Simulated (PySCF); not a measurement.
C5H4N, SMILES c1c[c]ccn1, multiplicity 2. Geometry: ωB97X-D3(BJ)/def2-SVP. The isomer is the one that the SMILES or the coordinates give; other isomers of the formula were not compared.

Give the equilibrium geometry at ωB97X-D3(BJ)/def2-SVP (PySCF confirms it by a frequency run) as Cartesian coordinates in Å, and its point group. (The exact figures need the calculation; the answer reports its results.)

point group C2v.
```xyz
10

C      0.0000     0.0000    -1.3892
C      0.0000    -1.2164    -0.7444
C      0.0000    -1.1444     0.6590
N      0.0000     0.0000     1.3404
C      0.0000     1.1444     0.6590
C      0.0000     1.2164    -0.7444
H      0.0000    -2.1800    -1.2611
H      0.0000    -2.0695     1.2497
H      0.0000     2.0695     1.2497
H      0.0000     2.1800    -1.2611
```
Charge 0, spin multiplicity 2.
